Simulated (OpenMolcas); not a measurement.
A calculation on Si.

```json
{
 "Program": "OpenMolcas",
 "Method": "CASSCF",
 "Basis": "ANO-RCC-VTZP [5s4p2d1f]",
 "Scalar Hamiltonian": "DKH2, point nucleus",
 "Active space": "4 electrons in 4 orbitals (3s 3p)",
 "State averaging": "2S+1 = 3 even, 3 roots; 2S+1 = 1 even, 6 roots; 2S+1 = 5 odd, 1 root; 2S+1 = 3 odd, 5 roots (0 in the spin-orbit step)",
 "Spin-orbit coupling": "RASSI with atomic mean-field integrals over the reference wave functions, term energies averaged over their components"
}
```

Q: Which level of the active space comes out lowest?

A: 3s² 3p² ³P₀, with 100 % of that term; it is also the measured ground level.

Q: How high does 3s² 3p² ¹D₂ lie?

A: 8848 cm⁻¹ above the lowest level; measured 6299 cm⁻¹ above the ground level, so the calculation is off by +40 %.

Q: How high does 3s 3p³ ⁵S°₂ lie?

A: 22835 cm⁻¹ above the lowest level; measured 33326 cm⁻¹ above the ground level, so the calculation is off by -31 %.

Q: How high does 3s² 3p² ³P₂ lie?

A: 195 cm⁻¹ above the lowest level; measured 223 cm⁻¹ above the ground level, so the calculation is off by -13 %.

Measured values: NIST Handbook of Basic Atomic Spectroscopic Data.

Without dynamic correlation excited terms often stand tens of per cent too high (terms of higher spin than the ground term too low), and those without a measured partner can miss by more than the paired ones. Terms of s pⁿ other than that of highest spin mix with s² pⁿ⁻² d, which this space lacks; all of them can be thousands of cm-1 off, and some have no real level of that name. Computed and measured levels are paired by configuration, term and J; levels that our copy of the source lacks, or whose pairing is in doubt (as where it misses far off the trend of its configuration), stay unpaired and out of the deviations. Only configurations of the active space appear.

° marks odd parity.
